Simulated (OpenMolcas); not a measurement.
**Ce2+ in a point-charge field**

Ce2+ among 6 point charges of -1.5 e arranged as an octahedron (Oh), 2.93 Å from the ion.

```yaml
Program: OpenMolcas
Method: CASSCF
Basis: ANO-RCC-VDZP [7s6p4d2f1g]
Scalar_Hamiltonian: DKH2, point nucleus
Active_space: 2 electrons in 7 orbitals (4f)
State_averaging: 2S+1 = 3 even, 21 roots; 2S+1 = 1 even, 27 roots kept (CI in the orbitals of an earlier block)
Spin-orbit_coupling: state interaction with AMFI integrals over the reference wave functions
```

The lowest spin-free states (labels of O, the rotations of Oh), above the lowest:

```csv
State,Degeneracy,E (cm-1),Free-ion L (%)
3T1,3,0.0,H (100)
3T2,3,168.2,H (100)
3E,2,455.6,H (100)
3T1,3,495.7,H (100)
3T1,3,5083,F (99)
3T2,3,5301,F (100)
3A2,1,5552,F (100)
1A1,1,5648,G (100)
1T1,3,5719,G (100)
1E,2,5761,G (100)
1T2,3,5985,G (100)
1T2,3,17441,D (100)
1E,2,18019,D (99)
1A1,1,21030,I (100)
1T1,3,21105,I (100)
1T2,3,21199,I (100)
1A2,1,21585,I (100)
1T2,3,21732,I (100)
1E,2,21785,I (99)
3T1,3,23432,P (100)
```

The lowest levels with spin-orbit coupling:

```json
{"E (cm-1)": "0.0", "Degeneracy": "1", "Label": "A1", "2S+1": "3", "J": "3.99", "|mJ| (%)": "0 (58)"}
{"E (cm-1)": "130.9", "Degeneracy": "3", "Label": "T1", "2S+1": "3", "J": "4.00", "|mJ| (%)": "1 (58)"}
{"E (cm-1)": "219.3", "Degeneracy": "2", "Label": "E", "2S+1": "3", "J": "4.00", "|mJ| (%)": "2 (50)"}
{"E (cm-1)": "471.3", "Degeneracy": "3", "Label": "T2", "2S+1": "3", "J": "3.99", "|mJ| (%)": "3 (58)"}
{"E (cm-1)": "1733", "Degeneracy": "3", "Label": "T1", "2S+1": "3", "J": "4.99", "|mJ| (%)": "5 (35)"}
{"E (cm-1)": "1797", "Degeneracy": "3", "Label": "T2", "2S+1": "3", "J": "5.00", "|mJ| (%)": "2 (33)"}
{"E (cm-1)": "2021", "Degeneracy": "2", "Label": "E", "2S+1": "3", "J": "4.98", "|mJ| (%)": "2 (50)"}
{"E (cm-1)": "2061", "Degeneracy": "3", "Label": "T1", "2S+1": "3", "J": "4.98", "|mJ| (%)": "3 (57)"}
{"E (cm-1)": "3420", "Degeneracy": "2", "Label": "E", "2S+1": "3", "J": "5.99", "|mJ| (%)": "0 (44)"}
{"E (cm-1)": "3451", "Degeneracy": "3", "Label": "T2", "2S+1": "3", "J": "5.99", "|mJ| (%)": "1 (54)"}
{"E (cm-1)": "3537", "Degeneracy": "1", "Label": "A2", "2S+1": "3", "J": "5.98", "|mJ| (%)": "2 (69)"}
{"E (cm-1)": "3769", "Degeneracy": "3", "Label": "T2", "2S+1": "3", "J": "5.98", "|mJ| (%)": "5 (40)"}
{"E (cm-1)": "3820", "Degeneracy": "3", "Label": "T1", "2S+1": "3", "J": "5.97", "|mJ| (%)": "4 (33)"}
{"E (cm-1)": "3860", "Degeneracy": "1", "Label": "A1", "2S+1": "3", "J": "5.97", "|mJ| (%)": "4 (87)"}
{"E (cm-1)": "5753", "Degeneracy": "2", "Label": "E", "2S+1": "3", "J": "2.02", "|mJ| (%)": "2 (50)"}
{"E (cm-1)": "5859", "Degeneracy": "3", "Label": "T2", "2S+1": "3", "J": "2.04", "|mJ| (%)": "1 (66)"}
{"E (cm-1)": "6710", "Degeneracy": "1", "Label": "A1", "2S+1": "1 (52 %)", "J": "4.01", "|mJ| (%)": "0 (58)"}
{"E (cm-1)": "6722", "Degeneracy": "3", "Label": "T1", "2S+1": "3 (65 %)", "J": "3.73", "|mJ| (%)": "1 (48)"}
{"E (cm-1)": "6821", "Degeneracy": "3", "Label": "T2", "2S+1": "3 (85 %)", "J": "3.33", "|mJ| (%)": "3 (35)"}
{"E (cm-1)": "6826", "Degeneracy": "2", "Label": "E", "2S+1": "1 (53 %)", "J": "3.99", "|mJ| (%)": "2 (50)"}
```

Powder χT (cm3 K/mol): 0.0329 at 2 K, 0.164 at 10 K, 0.791 at 50 K, 1.22 at 100 K, 1.47 at 200 K, 1.56 at 300 K. The effective moment at 300 K is 2.828 √(χT) = 3.53 μB.

Hund's rules give f2 the level 3H4 with g = 0.800, so an isolated free-ion multiplet has χT = g² J(J+1) / 8 = 1.600 cm3 K/mol. The computed 1.559 at 300 K differs by -3 %, through the field's splitting, the mixing of terms and any other multiplet in reach.

Stevens parameters of the J = 4 multiplet, which is 471 cm-1 wide (cm-1, z along the main axis): B40 = -1.433e-01, B44 = -7.163e-01, B60 = 7.007e-05, B64 = -1.430e-03.

Point charges carry no covalency, so the field is a model and not that of real ligands. The first state left out of the spin-orbit step lies near 52000 cm-1 above the lowest spin-free state of the reference (among the parities and spins computed), and the lists stop at four fifths of that energy or lower. No measured value stands beside these numbers.

The RASSCF and RASSI steps took 7 s on 1 thread of Intel(R) Xeon(R) 6975P-C (Granite Rapids), on a shared host; the integral step is not counted.
